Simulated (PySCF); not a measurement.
Write Cartesian coordinates for `N(BC)CC` as optimised with PBE0-D3(BJ)/def2-SVP.

```
atom  x, y, z in Å
C1    -2.5251    0.2575    0.0206
B2    -1.1883   -0.5083    0.3461
N3    -0.0041   -0.2556   -0.3448
C4     1.2906   -0.8637   -0.1393
C5     2.3452    0.1245    0.3316
H6    -2.9156    0.7484    0.9277
H7    -2.4325    1.0213   -0.7683
H8    -3.3067   -0.4578   -0.2887
H9    -1.1480   -1.3553    1.2184
H10   -0.0070    0.4561   -1.0701
H11    1.6329   -1.3516   -1.0711
H12    1.1654   -1.6659    0.6033
H13    2.4874    0.9373   -0.3991
H14    3.3183   -0.3721    0.4686
H15    2.0517    0.5815    1.2888
```

Orientation and origin are arbitrary. Atoms count from 1 in this order. N3 (boron-bound nitrogen) is planar (angles 127.9°, 118.6° and 113.5°, sum 360.0°, 0.01 Å off the plane of its three neighbours). B2 (three-coordinate boron) is planar (angles 122.0°, 121.0° and 117.0°, sum 360.0°, 0.00 Å off the plane of its three neighbours). Of the pairs four or more bonds apart, H9···H12 is among the closest relative to their van der Waals radii: 2.41 Å, 101 % of the sum of Bondi's values.

Bonds between heavy atoms (Å): C1–B2 1.575, B2–N3 1.394, N3–C4 1.445, C4–C5 1.520.

Theory: PBE0-D3(BJ)/def2-SVP geometry optimisation, gas phase in PySCF.

Point group: C1 (no symmetry element, even within 0.4 Å). No frequency check. One conformer, not necessarily the lowest (C1–B2–N3–C4 179°, B2–N3–C4–C5 -116°).
